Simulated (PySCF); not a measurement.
**Relaxation of triplet [Pd2F]+**

Level of theory: UPBE0 in PySCF with F def2-TZVP, Pd def2-TZVP with ECP28; scalar-relativistic core potentials, no spin–orbit coupling; density-fitted integrals. A (50,194) grid was used.

A start displaced from a saddle point along its imaginary mode, of C2v symmetry, held to at least that symmetry:

```xyz
3
charge 1 multiplicity 3, angstrom
F    -0.0744   -0.2387    0.0000
Pd    0.0067    0.0214    2.0469
Pd    0.0067    0.0214   -2.0469
```

Task: What does it relax to?

Result: It ends at C2v with F–Pd 2.042 Å (×2); Pd–F–Pd 150.9°. No frequency check is given, so it may be a saddle point. Other isomers or separated fragments may lie lower.

Task: How much energy is released, and in how many steps?

Result: 1.0 kJ/mol in 7 steps.

Other spin states or occupations of the open shell can lie lower.
